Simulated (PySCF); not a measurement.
Structure with atom numbers: `[CH3:1][O:2][B:3]([O:4][CH3:5])[CH:6]1[CH2:7][SiH2:8][CH2:9]1`; H(Xn) means a hydrogen on atom n. Ha(C7), Ha(Si8), Ha(C9) are cis to B3 on the ring; Hb(C7), Hb(Si8), Hb(C9) are trans to B3 on the ring.

Theory: GIAO PBE0/pcSseg-1 shieldings, coordinates at the PBE0-D3(BJ)/def2-SVP level, in PySCF 2.14 (a single conformation, averaged over atoms made equivalent by symmetry, fast rotation or ring inversion, non-relativistic, in vacuum).

Scale: $^{13}$C (184.41 ppm), $^{1}$H (31.27 ppm), $^{29}$Si (351.99 ppm) vs TMS; $^{17}$O (334.56 ppm) against H2O; $^{11}$B (100.73 ppm) against BF3·OEt2 (reference shieldings calculated alike).

```tsv
atoms	nucleus	count	Hirshfeld charge	δ (ppm)
Si8	$^{29}$Si	1	0.34	-22.3
O2/O4	$^{17}$O	2	-0.17	101.4
B3	$^{11}$B	1	0.24	29.8
H(C1)/H(C5)	$^{1}$H	6	0.04	3.57
H(C6)	$^{1}$H	1	0.03	?
C1/C5	$^{13}$C	2	-0.03	?
Hb(C7)/Hb(C9)	$^{1}$H	2	0.03	?
C6	$^{13}$C	1	-0.10	19.5
C7/C9	$^{13}$C	2	-0.17	?
Ha(C7)/Ha(C9)	$^{1}$H	2	0.03	1.34
Ha(Si8)	$^{1}$H	1	-0.08	5.02
Hb(Si8)	$^{1}$H	1	-0.09	5.11
```

Complete the table.

Results:


- C1/C5: 52.4 ppm, methyl carbon bonded to O; deshielded by the electronegative neighbour
- C7/C9: 7.4 ppm, sp3 CH2 bonded to Si; an electropositive neighbour leaves it electron-rich and shielded
- H(C6): 2.38 ppm, hydrogen on an sp3 CH bonded to B
- Hb(C7)/Hb(C9): 1.22 ppm, hydrogen on an sp3 CH2 bonded to Si

A carbon bonded to boron is broadened by the quadrupolar boron nucleus and is often missing from a measured spectrum. Shifts are as computed. Against solution values, carbons near 30 ppm lie about +2 ppm off and those near 130 ppm about +5 ppm. Of 1313 compounds with measured shifts, 239 miss one by over three times the rms of a fit or turn the order of signals round; such compounds aren't used in these exercises. Experimental scales use liquid or dissolved standards, which lie at an offset from isolated H2O (liquid H2O: subtract about 36 ppm).
